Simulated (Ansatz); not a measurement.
Z-matrix (Å, degrees):
```
Si
Ge 1 2.760
B 1 1.872 2 44.5
H 1 1.483 2 86.5 3 146.5
H 1 1.489 2 146.3 3 -92.0
H 2 1.540 1 143.9 3 88.4
H 2 1.535 1 89.1 3 -149.4
H 3 1.188 1 129.0 2 -138.9
```

The species carries charge 0 and has multiplicity 1.

List the PBE0/def2-TZVPP orbital energies in eV (Ansatz 0.2.0). (Best estimate.)

Ansatz gave: Occupied: -10860.19, -1802.87, -1358.47, -1208.33, -1208.26, -1208.24, -184.43, -171.16, -145.22, -121.08, -120.90, -120.84, -99.95, -99.84, -99.79, -33.85, -33.79, -33.75, -33.68, -33.64, -16.70, -14.38, -12.61, -10.75, -9.65, -9.44, -7.88, -6.52. Lowest empty: -1.96, -1.30, 0.47, 1.16, 1.21, 1.54, 1.98, 2.78.
